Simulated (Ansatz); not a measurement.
A run for Ansatz (a first-principles code): R-SVWN5/def2-TZVPP on CH8GeSi (SMILES C[SiH2][GeH3]), a point of a torsion scan.

Ansatz 0.2 input:
```yaml
crystal:
  periodic: [false, false, false]
  atoms:
    - {symbol: C, position_ang: [-1.59494574, 0.67708308, -0.13073599]}
    - {symbol: Si, position_ang: [-0.44069245, -0.80959435, 0.11181365]}
    - {symbol: Ge, position_ang: [1.78424931, -0.08764581, 0.02521752]}
    - {symbol: H, position_ang: [-2.63941836, 0.38249563, -0.09860438]}
    - {symbol: H, position_ang: [-1.43676212, 1.42305497, 0.64411509]}
    - {symbol: H, position_ang: [-1.41526279, 1.15690948, -1.08961816]}
    - {symbol: H, position_ang: [-0.72086199, -1.43964434, 1.40739062]}
    - {symbol: H, position_ang: [-0.69377786, -1.80194605, -0.93937456]}
    - {symbol: H, position_ang: [2.00022297, 1.37886217, 0.27014526]}
    - {symbol: H, position_ang: [2.71371762, -0.72639674, 1.01538770]}
    - {symbol: H, position_ang: [2.49456962, -0.30782539, -1.27906309]}
basis:
  gaussian:
    orbitals: def2-TZVPP
hamiltonian:
  xc: {name: SVWN5}
scf: {lower_state_search: off}
```

Program output:

```
WARN ansatz: RAYON_NUM_THREADS=1 ignored (pool sized by the plan → 1); use --threads N
Functional definition: SVWN5
these checks for a lower state are left out or cut short: stability, starts, cluster_reference, orbital_swaps, neighbouring_geometries, increment
integrals: 0.16 GiB planned
1298 factors; their error is unknown
mean field: 1.05 GiB planned
mean field evaluation 1: about -65425.0981 eV, gradient 6.9e1 eV
mean field evaluation 2: about -65409.5590 eV, gradient 9.5e1 eV
mean field evaluation 4: about -65435.0359 eV, gradient 4.4e0 eV
mean field evaluation 8: about -65435.0638 eV, gradient 3.0e-1 eV
mean field evaluation 16: about -65435.0639 eV, gradient 2.6e-5 eV
mean field -65435.06393831 eV, -2404.6942462535 hartree, gradient 4.6e-6 eV, S^2 0.000000; 0 other end points of the search recorded, 0 dependent functions left out
reference -65435.06398141 eV, -2404.6942478374 hartree; 30, 30 occupied and 203, 203 virtual orbitals, 1298 factors
Total energy: -65435.06398141 eV, -2404.6942478374 hartree
Checks for a lower state left out: stability, starts, cluster_reference, orbital_swaps, neighbouring_geometries, increment
```

The calculation finished and met its thresholds.

Cost: about 2.2 core-seconds (a rough figure).
